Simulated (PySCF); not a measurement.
C2H4N2OSi, SMILES N#C/N=C/O[SiH3]. Atoms are numbered in the order given.

```xyz
10

N     -0.3735    -3.3382     0.0000
C     -0.2400    -2.1809     0.0000
N     -0.1934    -0.8497     0.0000
C      0.9199    -0.2118     0.0000
O      0.9500     1.1012     0.0000
Si    -0.5065     2.0437     0.0000
H      1.9156    -0.6837     0.0000
H     -1.2760     1.7523    -1.2327
H     -1.2760     1.7523     1.2327
H      0.0161     3.4299     0.0000
```

The structure is a stationary point at B3LYP-D3(BJ)/def2-SVP. The structure was generated by enumeration; whether it is a known compound was not checked. One conformer was computed; it need not be the lowest.

Computed with PBE0/def2-TZVP run with PySCF.

Atomic charges (e):

```csv
atom,Löwdin,IAO
N1,0.03,[?]
C2,-0.31,[?]
N3,0.13,-0.33
C4,-0.30,[?]
O5,0.15,-0.53
Si6,0.26,[?]
H7,0.14,0.16
H8,-0.03,-0.11
H9,-0.03,-0.11
H10,-0.03,-0.12
```

Question: Fill in the missing entries. (Estimate from the structure and the level; the computed values follow.)

Answer: 
- N1, IAO: -0.30
- C2, IAO: 0.22
- C4, IAO: 0.29
- Si6, IAO: 0.84

Computed Mayer and Wiberg (Löwdin basis) orders of the bonds:
```json
[
 {"bond": "N1–C2", "Mayer": "3.00", "Wiberg": "3.27"},
 {"bond": "C2–N3", "Mayer": "1.22", "Wiberg": "1.63"},
 {"bond": "N3–C4", "Mayer": "1.63", "Wiberg": "2.04"},
 {"bond": "C4–O5", "Mayer": "1.26", "Wiberg": "1.85"},
 {"bond": "O5–Si6", "Mayer": "0.93", "Wiberg": "1.26"},
 {"bond": "C4–H7", "Mayer": "0.94", "Wiberg": "0.86"},
 {"bond": "Si6–H8", "Mayer": "0.95", "Wiberg": "0.97"},
 {"bond": "Si6–H9", "Mayer": "0.95", "Wiberg": "0.97"},
 {"bond": "Si6–H10", "Mayer": "0.95", "Wiberg": "0.97"}
]
```
